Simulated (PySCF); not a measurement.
A GIAO shielding run with PySCF (density fitting, non-relativistic, gas phase) on SMILES C#CC1=C[SiH2]CS1, C$_{5}$H$_{6}$SSi:

```
$ OMP_NUM_THREADS=1 python probes_run.py task.json out

{"job": {"kind": "nmr", "xc": "PBE0", "basis": "pcSseg-1"}, "charge": 0, "multiplicity": 1}
C      3.445949     0.274836     0.587879
C      2.268232     0.159461     0.380017
C      0.888405     0.019615     0.142802
C      0.039718     1.052152    -0.029127
Si    -1.742326     0.596750    -0.309500
C     -1.461845    -1.298990    -0.222207
S      0.301735    -1.639698     0.084175
H      4.473388     0.384631     0.768096
H      0.429924     2.057031     0.009636
H     -2.264295     0.961680    -1.629346
H     -2.650150     1.016753     0.762173
H     -2.013716    -1.774782     0.584868
H     -1.719407    -1.808954    -1.147195
```

Hardware: 1 thread of an Arm Neoverse N1, shared host. The job also computes population analyses, field gradients, ring-centre shieldings.

**Question.** How large is the calculation?

**Answer.** 66 electrons, 163 basis functions and 889 auxiliary functions.

**Question.** How long does it take, and how much memory does it need?

**Answer.** 40 s of wall time, with 14 SCF cycles and 5 response iterations; peak memory 0.74 GiB. Times on a shared host scatter by some tens of per cent.
